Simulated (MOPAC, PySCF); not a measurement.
H$_{3}$GeN, SMILES `[NH2][GeH]` (lower singlet), neutral singlet in the gas phase. This singlet lies 1.86 eV below the relaxed triplet at the level frozen-core CCSD(T)/cc-pVTZ // PBE0-D3(BJ)/def2-TZVP (Ansatz).

Cartesian coordinates (Å):
SMILES: [GeH][NH2]
```xyz
5

N     -0.6021    -0.0495     0.0098
Ge     1.0246    -0.8250     0.2308
H     -0.7648     0.9094    -0.2520
H     -1.4586    -0.5628     0.1440
H      1.8008     0.5279    -0.1326
```
Charge 0, spin multiplicity 1.

All levels are single points at this geometry (PBE0-D3(BJ)/def2-TZVP); Pople sets use spherical d functions. Orbital energies aren't observables, and empty levels follow the basis.

| level | HOMO (eV) | LUMO (eV) | gap (eV) | dipole (D) | vertical IE, Delta-SCF (eV) |
|---|---|---|---|---|---|
| PBE-D3(BJ)/def2-TZVP in PySCF | -5.46 | -2.41 | 3.05 | 1.68 | – |
| PBE0-D3(BJ)/def2-TZVP in PySCF | -6.54 | -1.62 | 4.92 | 1.56 | – |
| B3LYP/3-21G in PySCF | -5.99 | -1.44 | 4.55 | 2.34 | – |
| B3LYP/6-311+G** (LANL2DZ on Ge) in PySCF | -6.33 | -1.87 | 4.46 | 1.38 | – |
| BP86/6-31G* in PySCF | -5.50 | -2.39 | 3.12 | 2.17 | – |
| PBE/6-31G* in PySCF | -5.38 | -2.28 | 3.10 | 2.17 | 8.85 |
| SVWN5/6-31G* in PySCF | -5.45 | -2.46 | 2.99 | 2.28 | 9.01 |
| HF/3-21G in PySCF | -8.65 | 1.65 | 10.30 | 1.75 | – |
| HF/6-31G* in PySCF | -8.91 | 1.44 | 10.35 | 1.57 | 8.08 |
| AM1 in MOPAC | -7.75 | -0.65 | 7.10 | 2.12 | – |
| PM3 in MOPAC | -8.75 | -0.15 | 8.60 | 1.26 | – |
| PM6 in MOPAC | -8.17 | -0.65 | 7.52 | 2.60 | – |
| PM7 in MOPAC | -8.39 | -0.82 | 7.56 | 1.62 | – |
